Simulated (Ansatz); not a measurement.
Molecule: chloro(trimethyl)silane, C3H9ClSi, net charge 0, singlet state. 
Geometry from a B3LYP-D3(BJ)/def2-TZVP (Ansatz, a program for electronic structure) optimisation:
```
Si
C 1 1.8663
H 2 1.0913 1 111.02
H 2 1.0913 3 108.07 1 -121.97
H 2 1.0932 3 108.13 4 -116.82
C 1 1.8663 2 111.47 3 -177.48
H 6 1.0913 1 111.02 2 177.48
H 6 1.0913 7 108.07 1 121.97
H 6 1.0932 7 108.13 8 116.82
C 1 1.8663 2 111.47 3 57.25
H 10 1.0913 1 111.02 2 -57.25
H 10 1.0913 11 108.07 1 121.97
H 10 1.0932 11 108.13 12 116.82
Cl 1 2.0919 2 107.39 3 -60.12
```

Wanted: vertical ionisation energy (to the doublet state of charge +1; each state is the SCF solution reached for its spin; the molecule has degenerate orbitals, so one determinant may break the symmetry; for the doublet T1 is 0.048), in eV. Valence correlation only, unless marked. UHF or UKS for open shells. No spin-orbit coupling. Non-relativistic.  The program attaches cautions to a run behind CCSD/aug-cc-pV(D+d)Z: other roots.

```
level                   program  vertical ionisation energy (eV)
----------------------  -------  -------------------------------
SVWN5/def2-TZVPD         Ansatz                            10.01
PBE/def2-TZVPD           Ansatz                             9.87
PBE0/def2-TZVPD          Ansatz                            10.28
wB97X-V/def2-TZVPD       Ansatz                            10.66
RI-MP2/aug-cc-pV(T+d)Z   Ansatz                            11.22
CCSD/aug-cc-pV(D+d)Z     Ansatz                            10.67
```
